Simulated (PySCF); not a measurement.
# Solvent effects on NMR parameters

Atom-mapped SMILES (the numbers label the heavy atoms): `[CH:1]#[C:2]/[P:3]=[C:4](\[F:5])[N:6]([CH3:7])[CH3:8]`; H(Xn) means a hydrogen on atom n.

GIAO PBE0/pcSseg-1 in PySCF 2.14.0 with density-fitted response routines on one PBE0-D3(BJ)/def2-SVP conformer, non-relativistic, equivalent nuclei averaged. Solvents enter as an IEF-PCM continuum (chloroform with ε = 4.7, methanol with ε = 32.6) around the gas-phase geometry. Shifts are referred to TMS, CFCl3 computed in the same medium.

Gas phase, δ in ppm: C4 212.7, C1 105.4, C2 81.7, C7/C8 36.4, F5 -22.7, H(C1) 3.12, H(C7)/H(C8) 2.77. Dipole moment 4.56 D.

(1) How does each δ change in the continuum?

(2) Which of the listed nuclei move most (in ppm), and what does the model miss? (N and O are left out, as their reference compounds move with the solvent too.)

Results:

(1) 
```json
{"atoms": "C4", "environment": "carbon double-bonded to a heavier main-group atom", "Δδ, chloroform": "+0.3", "Δδ, methanol": "+0.2"}
{"atoms": "C1", "environment": "terminal alkyne carbon", "Δδ, chloroform": "+1.1", "Δδ, methanol": "+1.8"}
{"atoms": "C2", "environment": "alkyne carbon", "Δδ, chloroform": "+2.1", "Δδ, methanol": "+2.7"}
{"atoms": "C7/C8", "environment": "methyl carbon bonded to N", "Δδ, chloroform": "+1.0", "Δδ, methanol": "+1.5"}
{"atoms": "F5", "environment": "fluorine bonded to C", "Δδ, chloroform": "+3.3", "Δδ, methanol": "+4.5"}
{"atoms": "H(C1)", "environment": "hydrogen on a terminal alkyne carbon", "Δδ, chloroform": "+0.30", "Δδ, methanol": "+0.44"}
{"atoms": "H(C7)/H(C8)", "environment": "hydrogen on a methyl carbon bonded to N", "Δδ, chloroform": "+0.14", "Δδ, methanol": "+0.20"}
```

Changes are relative to the gas phase. The dipole moment becomes 5.94 D in chloroform, 6.47 D in methanol.

(2) F5 (fluorine bonded to C, +4.5 ppm) in methanol. A continuum only polarises the solute; specific hydrogen bonds, the anisotropy of aromatic solvents and changes of geometry or conformer are outside it.
